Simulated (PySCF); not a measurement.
CH5AlBrN.

```xyz
9

Al     0.6464     0.6655     0.2089
Br    -0.8905    -0.9438    -0.2731
C      0.6291     2.3721    -0.7358
H      0.7570     2.2221    -1.8217
H      1.4278     3.0498    -0.3906
H     -0.3369     2.8879    -0.5985
N      1.8188     0.2515     1.4708
H      2.5647     0.8606     1.7990
H      1.8446    -0.6320     1.9745
```
Charge 0, spin multiplicity 1.

The structure is a stationary point at TPSSh-D3(BJ)/def2-SVP. The structure was generated by enumeration; whether it is a known compound was not checked. Other conformers were not sampled.

All values below come from PBE/pcSseg-1 (PySCF). Non-relativistic, no solvent.

Computed absolute GIAO shielding of each atom: isotropic value and principal components (ppm):
```
atom  σ(iso)     σ11     σ22     σ33   span
----  ------  ------  ------  ------  -----
Al1    349.2   317.2   324.1   406.2   89.0
Br2   2668.1  2417.5  2623.0  2963.7  546.2
C3     192.0   186.8   187.9   201.5   14.7
H4      31.3    26.8    28.9    38.1   11.3
H5      31.6    26.7    28.8    39.4   12.7
H6      31.3    26.8    28.9    38.1   11.3
N7     212.8   174.2   210.8   253.5   79.3
H8      29.7    23.7    25.8    39.7   16.0
H9      29.7    23.2    26.7    39.2   16.1
```
